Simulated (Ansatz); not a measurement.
`[F][AlH][SiH2]Cl` → Al• + Cl• + F• + 3 H• + Si•  (atomization)

Calculated with Ansatz (gas phase, PBE0-D4/def2-TZVP geometries, no zero-point term in ΔE). CCSD(T)/CBS is the MP2 limit (def2-TZVPP, def2-QZVPP) plus CCSD(T) − MP2 in def2-TZVPP, frozen cores. This one scheme is used for every species, atoms too. Functionals use def2-TZVPP. HSE06 is defined as in plane-wave codes. No spin–orbit coupling; open shells (•) take unrestricted orbitals. Spin–orbit coupling would lower the free atoms: a little for Al, Cl, F, Si. Each species was taken in one conformer, which may not be the lowest.

`[F][AlH][SiH2]Cl`:

Cartesian coordinates in Å:
```
F -0.106 -2.386 1.145
Al 0.733 -1.100 0.535
Si -0.623 0.741 -0.360
Cl 0.673 2.199 -1.063
H 2.309 -1.167 0.580
H -1.490 0.333 -1.498
H -1.495 1.379 0.662
```

```csv
species,HSE06-D4 energy (Eh)
`[F][AlH][SiH2]Cl`,-1093.45252
Al•,-242.24302
Cl•,-459.98963
F•,-99.67211
H•,-0.50075
Si•,-289.24299
```

Q: Work out ΔE.

A: ΔE = 3 × (-0.50075) + (-242.24302) + (-459.98963) + (-99.67211) + (-289.24299) − (-1093.45252) = 0.80252 Eh = +2107.0 kJ/mol. CCSD(T)/CBS gives +2152.5 kJ/mol.

Largest T1 diagnostic among the species: 0.018.

At CCSD(T), def2-SVP lies −173.7 kJ/mol from the extrapolated value and def2-TZVPP −68.7 kJ/mol: correlation converges slowly with the basis, and small sets miss more of it in the bonded molecule than in its fragments. Leaving LDA and LC-ωPBE aside and taking each functional with its dispersion term where it has one, the values, not all of them listed here, spread over 85.7 kJ/mol, from BHLYP-D4 to B97M-V. LDA lies +263.6 kJ/mol from PBE without D4, its usual overbinding.

For atomizations the MP2-based limit and the directly extrapolated one differ by several kJ/mol either way, and by 10 to 25 for some Ge, Se and Sn compounds, so smaller differences from it don't rank the levels.
